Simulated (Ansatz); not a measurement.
Harmonic frequencies (cm⁻¹) at PBE0-D4/def2-TZVP from Ansatz: 40, 46, 102, 328, 514, 634, 646, 714, 751, 850, 868, 871, 875, 947, 978, 1073, 2161, 2181, 2190, 2238, 2271.

Each molecule was computed in one conformer, which needn't be the lowest.

**Question.** Which molecule is it?
A. `[OH][GeH]([F])[SiH3]`
B. `F[SiH2][O][GeH3]`
C. `[F][GeH2][O][SiH3]`
D. `F[Si](F)(Cl)N[SiH2]Cl`

**Answer.** B.
